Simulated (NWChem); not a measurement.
Molecule: CH3FMoO2; SMILES [CH3][Mo](=[O])(=[O])[F]

Program: NWChem. Coordinates come from a PBE0/def2-SVP optimisation. No frequency run checked for a minimum. def2 effective core potentials on Mo; no spin-orbit coupling. Level r2SCAN/def2-SVP: energy and gradient on several grids; changes count from the extra-fine grid, which is no exact limit either.

Question: Which is the coarsest grid (xcoarse; xfine; medium; fine; coarse) from which on the energy stays within 100 μHa and each gradient component within 200 μHa/bohr of xfine?

Answer: fine.
```json
[
 {"grid": "xcoarse", "size of the energy change (μHa)": "900", "largest change of a gradient component (μHa/bohr)": "7000", "time, medium = 1 (rough)": "about 1"},
 {"grid": "coarse", "size of the energy change (μHa)": "700", "largest change of a gradient component (μHa/bohr)": "300", "time, medium = 1 (rough)": "about 1"},
 {"grid": "medium", "size of the energy change (μHa)": "300", "largest change of a gradient component (μHa/bohr)": "200", "time, medium = 1 (rough)": "about 1"},
 {"grid": "fine", "size of the energy change (μHa)": "10", "largest change of a gradient component (μHa/bohr)": "< 30", "time, medium = 1 (rough)": "about 1"},
 {"grid": "xfine", "size of the energy change (μHa)": "< 10", "largest change of a gradient component (μHa/bohr)": "< 30", "time, medium = 1 (rough)": "2"}
]
```
